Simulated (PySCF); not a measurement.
Isomers of C5H6NPS, one conformer each; single-point electronic energies without zero-point terms and without any empirical dispersion term.

All values: PBE0/pcSseg-1 (PySCF, non-relativistic), each on one gas-phase PBE0-D3(BJ)/def2-SVP geometry that isn't relaxed in the solvent. The solvent is an IEF-PCM continuum (Bondi radii, 1.10 Å for H, scaled by 1.2). Only the electrostatic response of the medium enters.

| isomer | relative energy, gas (kcal/mol) | dipole (D) |
| --- | --- | --- |
| `CSC1=NC=CC=P1` | 0.0 | 2.07 |
| `c1pcc(SC)cn1` | 5.5 | 2.20 |

**Question.** How do the relative energies look in benzene (ε = 2.271)?

**Answer.** 
```tsv
isomer	relative energy, solvent (kcal/mol)	E(solvent) − E(gas) (kcal/mol)	dipole in solvent (D)
`CSC1=NC=CC=P1`	0.0	-1.9	2.43
`c1pcc(SC)cn1`	4.8	-2.6	2.52
```

The order is unchanged. Conformers: `[CH3:1][S:2][c:3]1[n:4][cH:5][cH:6][cH:7][p:8]1` with C1–S2–C3–N4 1°; `[CH3:1][S:2][c:3]1[cH:4][n:5][cH:6][p:7][cH:8]1` with C1–S2–C3–C4 1°. `c1pcc(SC)cn1` gains most from the continuum, and it has the largest gas-phase dipole. The gains span 0.7 kcal/mol, the gas-phase energies 5.5 kcal/mol.
